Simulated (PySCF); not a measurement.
Species: C₈H₁₀SSi.
Atom-mapped SMILES: `[CH:1]1=[CH:2][C@H:3]([c:4]2[cH:5][cH:6][cH:7][s:8]2)[SiH2:9][CH2:10]1`

Cartesian coordinates in Å at the GFN2-xTB level; atoms count from 1:
```xyz
20
C8H10SSi angstrom
C     -2.267   -0.287   -0.987
C     -1.169    0.347   -1.359
C     -0.300    0.988   -0.311
C      1.072    0.428   -0.337
C      1.455   -0.851   -0.603
C      2.852   -1.049   -0.497
C      3.514    0.078   -0.142
S      2.444    1.414    0.064
Si    -1.228    0.624    1.340
C     -2.617   -0.349    0.470
H     -2.929   -0.765   -1.696
H     -0.854    0.418   -2.390
H     -0.235    2.064   -0.500
H      0.761   -1.626   -0.875
H      3.335   -1.993   -0.677
H      4.565    0.222    0.014
H     -0.425   -0.193    2.250
H     -1.690    1.853    1.987
H     -2.679   -1.391    0.792
H     -3.608    0.077    0.635
```

NICS = −σ at a ghost point: NICS(0) at the centroid of the ring atoms, NICS(1) 1 Å to either side along the normal of their mean plane, zz for the tensor component along that normal. Level: GIAO PBE0/pcSseg-1 (PySCF, non-relativistic, gas phase) on the GFN2-xTB geometry, one conformer.

Rings: 1. C1–C2–C3–Si9–C10; 2. C4–C5–C6–C7–S8.

| set | NICS(0) | NICS(1), two faces | NICS(1)zz, two faces |
| --- | --- | --- | --- |
| P | -11.7 | -10.4 / -10.7 | -23.8 / -24.8 |
| Q | -2.2 | -2.4 / -3.0 | -1.3 / -2.9 |

Problem. Which set (ppm) belongs to which ring?

Solution. P = 2, Q = 1.
- 1 (5-membered ring with Si; formal bonds 1 double, 4 single): mean NICS(1)zz -2.1 ppm, near zero. C3, Si9, C10 have four or more neighbours, so the value isn't read as a sign of a π ring current.
- 2 (5-membered ring with S; formal bonds all aromatic): mean NICS(1)zz -24.3 ppm, shielded. For a flat ring without four-coordinate atoms the NICS criterion counts such a value as aromatic.

Problem. How do the rings differ in shape?

Solution. 
```
ring                   bond lengths (Å)  rms pucker (Å)  HOMA  nearest outside atom to a NICS(1) probe (Å)
   1  1.321, 1.504, 1.929, 1.907, 1.500            0.01     –                                hydrogen 2.05
   2  1.361, 1.414, 1.355, 1.724, 1.736            0.00  0.76                                hydrogen 2.50
```

HOMA = 1 − mean of α(R − Ropt)² over the ring bonds, with Krygowski's 1993 parameters (CC: Ropt 1.388 Å, α 257.7 Å⁻²; CS: Ropt 1.677 Å, α 94.09 Å⁻²). A dash marks a ring with a four-coordinate atom, a triple bond, no multiple bond or a kind of bond without parameters.

On one thread of an Arm Neoverse V1, shared host with 32 logical CPUs at a one-minute load of 24, this took 55 s wall and 1.1 GiB of memory at its peak. This is the whole shielding run at PBE0/pcSseg-1, SCF included.
